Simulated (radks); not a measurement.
Values are calculated unless marked as measured or tabulated.
All-electron atom: neutral hydrogen in 1s1.

Code: a radial shooting solver on a logarithmic mesh with Libxc functionals. Model: non-relativistic Kohn-Sham, r2SCAN, spin-polarised, spherical densities, point nucleus; open shells are filled with parallel spins first; meta-GGA in the generalised Kohn-Sham scheme.

Energy parts (eV):
total: -13.610
kinetic: 13.610
electron-nucleus: -27.211
Hartree: 8.445
exchange-correlation: -8.455

Orbitals (lengths in bohr, moments of r in powers of bohr):
| orbital | occ. | eigenvalue (eV) | <r^4> |
|---|---|---|---|
| 1s up | 1 | -8.0258 | 25.17 |

The highest occupied level is 1s up at -8.026 eV. Virial ratio -V/T = 2.00000. The electron density at the nucleus is 0.3262 e/bohr^3.
